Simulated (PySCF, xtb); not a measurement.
formyl cation (CHO), SMILES C#[O+], charge +1.

Harmonic wavenumbers (cm⁻¹) from GFN2-xTB in xtb at its own minimum, in rising order: 856, 856, 2286, 2975.

Question: What does PBE-D3(BJ)/def2-TZVPD in PySCF give at its own minimum? (Estimate from the structure and the level; the computed values follow.)

Answer: 830, 830, 2184, 3140. Paired by order, the mean absolute difference is 80 cm⁻¹ and the zero-point energies are 10.0 and 10.0 kcal/mol.
